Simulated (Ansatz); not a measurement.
`B[SiH](C)N=C` + `C=C[SiH2]N` → `BN[SiH2]C=C` + `C=N[SiH2]C`  (cleavage of the B–Si bond)

Computed with Ansatz on PBE0-D4/def2-TZVP structures; ΔE is electronic, products minus reactants. CCSD(T)/CBS is the MP2 limit (def2-TZVPP, def2-QZVPP) plus CCSD(T) − MP2 in def2-TZVPP, frozen cores. DFT in def2-TZVPP. B3LYP here is the variant with VWN-RPA as its local correlation; programs differ in this. Each species was taken in one conformer, which may not be the lowest.

Q: Is it downhill or uphill in electronic energy at CCSD(T)/CBS, and by how much? (Best estimate.)

A: Ansatz gave: Downhill: ΔE = -1.76 eV.

Q: What do these levels give: PBE-D4, r2SCAN-D4, B3LYP-D4, PBE, r2SCAN, MP2/def2-TZVPP? (Best estimate.)

A: Computed: PBE-D4 -1.70, r2SCAN-D4 -1.75, B3LYP-D4 -1.78, PBE -1.71, r2SCAN -1.75, MP2/def2-TZVPP -1.84 eV.

Largest T1 diagnostic among the species: 0.012.
